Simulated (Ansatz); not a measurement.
Species: AgI, charge 1, multiplicity 2. The spin state was set by rule; other spins were not relaxed. 
Geometry from a B3LYP-D3(BJ)/def2-TZVP (Ansatz, a quantum-chemistry and plane-wave program) optimisation:
```
Ag
I 1 2.7052
```
Charge +1, spin multiplicity 2.

Basis-set convergence of Hartree-Fock and MP2 correlation energies (hartree) with Ansatz. Correlated levels leave the core frozen unless marked. UHF or UKS for open shells. No spin-orbit coupling. Frozen are the shells of the preceding noble gas and the d and f shells that filled before the atom's block. Past Kr the def2 sets carry scalar-relativistic core potentials.

| basis | functions | E(HF) | E(corr, MP2) |
|---|---|---|---|
| def2-SVPD | 69 | -442.51974 | -0.30645 |
| def2-TZVPPD | 115 | -442.56229 | -0.48484 |
| def2-QZVPPD | 179 | -442.56514 | -0.53468 |

Extrapolating the two largest sets (X = 3 and 4) as X^-3: E(corr) = (64·(-0.53468) - 27·(-0.48484))/37 = -0.5710 Eh, an estimate of the basis-set limit. The largest set recovers 93.6 % of it, the smallest 53.7 %.
